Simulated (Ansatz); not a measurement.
Program: Ansatz. Geometries: PBE0-D4/def2-TZVP. ΔE: electronic, gas phase. CBS: MP2 limit from def2 TZ/QZ plus the TZ coupled-cluster correction, frozen cores. This one scheme is used for every species. DFT in def2-TZVPP. Each species was taken in one conformer, which may not be the lowest.

`C[SiH2][SiH](O)Cl` + `N[SiH](O)F` → `O[Si@H](F)N[Si@H](O)Cl` + `C[SiH3]`  (cleavage of the Si–Si bond)

| level | ΔE (kcal/mol) |
| --- | --- |
| r2SCAN-D4 | -20.9 |
| HF/CBS(def2) | -24.2 |

(1) What does CCSD(T)/CBS give? (Best estimate.)

Largest T1 diagnostic among the species: 0.011.

Answers

(1) The calculation gave: -21.6 kcal/mol. The listed levels differ from it by 0.7, -2.6 kcal/mol.

The D4 term adds −1.1 kcal/mol with B3LYP and −0.5 kcal/mol with PBE0; it sums over pairs of atoms, weighted by their polarisabilities, and B3LYP, whose exchange is more repulsive, gets the larger term. From PBE to PBE0 (25 % exact exchange), in def2-TZVPP and without D4, ΔE moves by −1.8 kcal/mol.

B3LYP here is the variant with VWN-RPA as its local correlation; programs differ in this.
